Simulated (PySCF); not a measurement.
B3LYP has the VWN-RPA correlation part, as in Gaussian. Excitations are Tamm–Dancoff values on a coarser integration grid. The basis has no diffuse functions, so Rydberg states are missing or too high.

Cartesian coordinates (Å):
```xyz
8

N      2.2803    -0.0493     0.3540
B      1.0966    -0.1945     0.0131
B     -0.4970    -0.3951    -0.4494
N     -1.4975     0.3924     0.0982
H      3.2313     0.0565     0.6142
H     -0.8169    -1.2176    -1.2592
H     -2.4669     0.2988    -0.1558
H     -1.3299     1.1087     0.7848
```
Charge 0, spin multiplicity 1.

Q: Estimate the total energy, HOMO–LUMO gap, dipole moment, S1–T1 gap (TDA) and LUMO that B3LYP-D3(BJ)/def2-TZVP // PBE0-D4/def2-TZVP in PySCF returns for this input.

A: 
```
Item                  Result
---------------  -----------
total energy     -4401.30 eV
HOMO–LUMO gap        6.71 eV
dipole moment         2.11 D
S1–T1 gap (TDA)      0.59 eV
LUMO                -1.07 eV
```
